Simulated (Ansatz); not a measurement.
`F[SiH2][SiH](F)S` + H–F → `F[SiH2][SiH](F)F` + H₂S at 400 K and 1 bar (ligand exchange at the Si–S bond).

Computed with Ansatz on PBE0-D4/def2-TZVP structures; ΔE is electronic, products minus reactants. CCSD(T)/CBS is the MP2 limit (def2-TZVPP, def2-QZVPP) plus CCSD(T) − MP2 in def2-TZVPP, frozen cores. This one scheme is used for every species. One conformer a species, not always the lowest.

```json
{"species": "`F[SiH2][SiH](F)S`", "CCSD(T)/CBS energy (Eh)": "-1178.07420", "H − E (kJ/mol)": "146.7", "S (J/(mol·K))": "410.3"}
{"species": "H–F", "CCSD(T)/CBS energy (Eh)": "-100.39570", "H − E (kJ/mol)": "36.5", "S (J/(mol·K))": "182.2"}
{"species": "`F[SiH2][SiH](F)F`", "CCSD(T)/CBS energy (Eh)": "-879.52477", "H − E (kJ/mol)": "124.1", "S (J/(mol·K))": "387.3"}
{"species": "H₂S", "CCSD(T)/CBS energy (Eh)": "-398.97279", "H − E (kJ/mol)": "53.4", "S (J/(mol·K))": "215.9"}
```

H − E and S are ideal-gas, rigid-rotor, harmonic terms from PBE0-D4/def2-TZVP, for one conformer and one mirror image of each species. 1 Eh = 2625.50 kJ/mol, R = 8.31446 J/(mol·K).

Problem. By hand: ΔE, ΔH, ΔS and ΔG.

Solution. ΔE = (-879.52477) + (-398.97279) − (-1178.07420) − (-100.39570) = -0.02766 Eh = -72.6 kJ/mol. Δ(H − E) = 124.1 + 53.4 − 146.7 − 36.5 = -5.7, so ΔH = -78.3 kJ/mol. ΔS = 387.3 + 215.9 − 410.3 − 182.2 = 10.7 J/(mol·K). ΔG = -78.3 − 400 × (10.7)/1000 = -82.6 kJ/mol.

Problem. By hand: the equilibrium constant, and the temperature at which ΔG would vanish if ΔH and ΔS stayed fixed.

Solution. log₁₀ K = −ΔG/(RT ln 10) = 10.8. ΔH and −TΔS have one sign here, so there is no such temperature.

The number of gas molecules stays the same, so ΔS is small and ΔH decides. A doubt of 5 kJ/mol in ΔE shifts log₁₀ K by 0.7 here. Other conformers and mirror images would add mixing entropy, several J/(mol·K) or more a flexible species. Modes under 60 cm⁻¹, often nearly free rotors, make the harmonic entropy too high. These are equilibria of isolated gas molecules and say nothing of rates. Largest T1 diagnostic: 0.012 (customary marks: 0.02 for closed shells, 0.045 for open ones).

ΔS is within the doubt of such terms, so its sign, and with it that verdict, could turn.
